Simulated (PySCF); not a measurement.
phosphoric acid (H$_{3}$O$_{4}$P), singlet, at a GFN2-xTB geometry. Base run: HF/6-31G* in PySCF.

The PySCF input:
```python
from pyscf import gto, scf, solvent

mol = gto.Mole()
mol.atom = '''
    O     0.498154    0.078109    1.462128
    P     0.077523   -0.001572   -0.066870
    O     1.186411   -0.024065   -1.023370
    O    -0.881826   -1.266176   -0.106096
    O    -0.931288    1.214740   -0.221778
    H     1.271520    0.631314    1.549889
    H    -0.366538   -2.049702   -0.286096
    H    -1.039436    1.421115   -1.147816
'''
mol.basis = '6-31g*'
mol.charge = 0
mol.spin = 0
mol.verbose = 4
mol.build()

mf = scf.RHF(mol)
mf.kernel()
mf.analyze()
```

Base: dipole (D) 0.13; HOMO-LUMO gap (eV) 17.66.

A changed run: ΔE vs base (kcal/mol) -14.25; dipole (D) 0.14; HOMO-LUMO gap (eV) 18.35.

Problem. Which change was made?
A) model = IEF-PCM; solvent = dimethylsulfoxide
B) model = IEF-PCM; solvent = tetrahydrofuran; vdw_scale = 1.1
C) model = IEF-PCM; solvent = n-hexane
D) model = SS(V)PE; solvent = tetrahydrofuran
E) model = IEF-PCM; solvent = toluene

Solution. D, model = SS(V)PE; solvent = tetrahydrofuran

The base is the gas phase, so ΔE is the electrostatic part of solvation at a fixed geometry, without cavity and dispersion terms.
